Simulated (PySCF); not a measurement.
A side-by-side comparison of computed properties.

First species: C8H8FP.
Bonds: F1–C2, C2–C3 (aromatic), C3–C4 (aromatic), C4–C5 (aromatic), C5–C6 (aromatic), C6–C7 (aromatic), C7–P8, P8–C9, C9–C10, C2–C7 (aromatic), P8–C10. Hydrogens: H11 on C3; H12 on C4; H13 on C5; H14 on C6; H15, H16 on C9; H17, H18 on C10.

Second species: C8H15P.
InChI=1S/C8H15P/c1-3-5-9-6-4-8(2)7-9/h7H,3-6H2,1-2H3

Levels: PBE0/pcSseg-1 for HOMO energy, LUMO energy and HOMO–LUMO gap. Geometries: GFN2-xTB. Each species is one conformer at its optimised geometry, gas phase, non-relativistic unless stated. Electronic properties by PySCF.

Dipoles, sizes and rotational constants follow the conformer. The torsions of the flexible species, by atom-mapped SMILES:
- `[F:1][c:2]1[cH:3][cH:4][cH:5][cH:6][c:7]1[P:8]1[CH2:9][CH2:10]1`: C6–C7–P8–C9 -114°

The conformers of `CCCP1C=C(C)CC1` aren't listed.

Values for the first species:

* HOMO energy: -6.92 eV
* LUMO energy: -0.76 eV
* HOMO–LUMO gap: 6.16 eV

Estimate the same properties for the second species, and the change in each.

```csv
property,first,second,second less first
HOMO energy,-6.92 eV,-6.20 eV,+0.72 eV
LUMO energy,-0.76 eV,0.07 eV,+0.83 eV
HOMO–LUMO gap,6.16 eV,6.27 eV,+0.11 eV
```

